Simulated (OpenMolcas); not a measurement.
Pd5+ among 3 point charges of -2 e arranged as a planar triangle (D3h), 2.05 Å from the ion.
```
   2.0500    0.0000    0.0000  -2.00
  -1.0250    1.7754    0.0000  -2.00
  -1.0250   -1.7754    0.0000  -2.00
```

```yaml
Program: OpenMolcas
Method: CASSCF
Basis: ANO-RCC-VDZP [6s5p3d1f]
Scalar_Hamiltonian: DKH2, point nucleus
Active_space: 5 electrons in 5 orbitals (4d)
State_averaging: 2S+1 = 6 even, 1 root; 2S+1 = 4 even, 24 roots; 2S+1 = 2 even, 75 roots
Spin-orbit_coupling: RASSI with atomic mean-field integrals over the reference wave functions
```

(1) What is the spin-free ground state (labels of D3, the rotations of D3h)?

(2) What are the lowest two levels with spin-orbit coupling?

(3) What is χT at 300 K, and how does it compare with the textbook value?

Answers

(1) 6A1, 1-fold in its orbital part, 100 % from free-ion S terms; it has the highest spin that d5 allows.

(2) A 2-fold level E1/2 with g = 2.00, 5.99, 5.99, then a 2-fold level E3/2 4.9 cm-1 above it. Their leading multiplicities are 6 (98 %) and 6 (99 %).

(3) The lowest level has 2S+1 = 6, for which the spin-only value is χT = S(S+1) / 2 = 4.375 cm3 K/mol (g = 2). The computed 4.361 at 300 K differs by -0.014, through a little spin-orbit mixing out of the ground term, against the free-electron g of 2.0023, which raises it.

Without dynamic correlation the repulsion within the d shell is too large (B by tens of per cent), so at a given field states of lower spin stand too high. Point charges give a weaker field than real ligands, and real ions of this kind are as a rule low spin; the high spin found here belongs to the model. This is an electrostatic model: the charges have no orbitals. No measured value stands beside these numbers.
